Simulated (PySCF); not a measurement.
Cartesian coordinates in Å; atom numbers follow the order of the lines, from 1:
```xyz
5

Nb   -0.0066   -0.0001    0.0820
O    -0.0373   -0.0253    1.7546
Cl    2.1789    0.0073   -0.5664
Cl   -1.0731    1.8994   -0.6031
Cl   -1.0618   -1.8812   -0.6670
```

Geometry: PBE0-D3(BJ)/def2-SVP; GIAO absolute shieldings from PySCF, gas phase, scalar relativity only through the core potential, averaged over equivalent atoms.

At PBE0/pcSseg-1 (def2-TZVP on Nb) (129 basis functions, 7.4 s wall time on 1 thread of an Arm Neoverse V2, shared host):
| atoms | σ (ppm) |
| --- | --- |
| O2 | -739.5 |
| Cl3/Cl4/Cl5 | 363.8 |

Question: Predict the values at KT2/pcSseg-1 (def2-TZVP on Nb) on the same geometry.

Answer: 
| atoms | σ at KT2/pcSseg-1 (def2-TZVP on Nb) | change |
| --- | --- | --- |
| O2 | -640.3 | +99.2 |
| Cl3/Cl4/Cl5 | 340.5 | -23.3 |

The largest change is at O2 (oxygen bonded to Nb). Cost: 129 basis functions, 12 s wall time on 1 thread of an Arm Neoverse V2, shared host.

Nb is described by an effective core potential, so it has no shielding of its own here; spin–orbit effects on the atoms bonded to it, which can be large, are absent, and the values of these neighbours are rough.
